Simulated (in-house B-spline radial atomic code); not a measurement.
**Cs: [Kr] 4d9 5s2 5p6 6s1 7g1 (an excited or competing configuration)**

All numbers are computed (Dirac-Hartree-Fock, average of configuration; Fermi nucleus of rms radius 4.8041 fm) with an all-electron radial atomic-structure program (B-spline basis), not measured.

Screening seen three ways: the hydrogenic charge with the same mean radius, Z_r = [3n² - l(l+1)]/(2<r>), the one with the same energy, Z_e = n√(-2ε), and Slater's rules. Values are occupation-weighted means over j. An effective charge above Z reflects the relativistic contraction of the inner shells.

```
shell  electrons    ε (eV)  <r> (bohr)    Z_r    Z_e  Slater
   1s          2    -36210      0.0261  57.46  51.59   54.70
   2s          2   -5800.7      0.1115  53.79  41.30   50.85
   2p          6   -5207.5     0.09802  51.01  39.13   50.85
   3s          2   -1266.7      0.2972  45.42  28.95   43.75
   3p          6   -1070.1      0.2953  42.33  26.61   43.75
   3d         10   -777.32      0.2729  38.47  22.68   33.85
   4s          2   -271.85      0.6907  34.75  17.88   27.25
   4p          6   -205.29      0.7328  31.39  15.54   27.25
   4d          9   -105.75      0.8225  25.53  11.15   16.20
   5s          2   -47.332        1.69  22.19   9.33   10.10
   5p          6   -28.813       1.948  18.73   7.28   10.10
   6s          1   -8.7236       4.595  11.75   4.80    3.20
   7g          1  -0.27773       63.48   1.00   1.00       -
```

The least bound orbital is 7g9/2 at -0.2777 eV, and it is also the most diffuse (<r> = 63.48 bohr). The part-filled 4d shell lies below the filled 5p shell in orbital energy.

Spin-orbit splittings of the orbital energies (j = l + 1/2 above j = l - 1/2 when positive): 2p 353.5 eV, 3p 69.54 eV, 3d 14.55 eV, 4p 14.51 eV, 4d 2.472 eV, 5p 2.138 eV, 7g 5.595e-08 eV.

For the 1s electron the small component carries 4.12 % of the norm, the zero-frequency Breit interaction raises the level by 92.25 eV, self-energy by 53.22 eV, and vacuum polarisation lowers it by 7.573 eV.
